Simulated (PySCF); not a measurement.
A structure optimised at B3LYP-D3(BJ)/def2-TZVP, used in a PySCF frequency run:

```xyz
5

Si     0.5195     1.5058     0.0000
F     -0.8268     2.3672     0.0000
I     -0.0446    -0.8684     0.0000
H      1.2672     1.8193     1.2279
H      1.2672     1.8193    -1.2279
```
Charge 0, spin multiplicity 1.

Problem. Write its SMILES, formula and point group.

Solution. F[SiH2]I, FH₂ISi, Cs

Problem. What are its rotational constants (standard atomic weights)?

Solution. 18.827, 1.8472, 1.7169 GHz
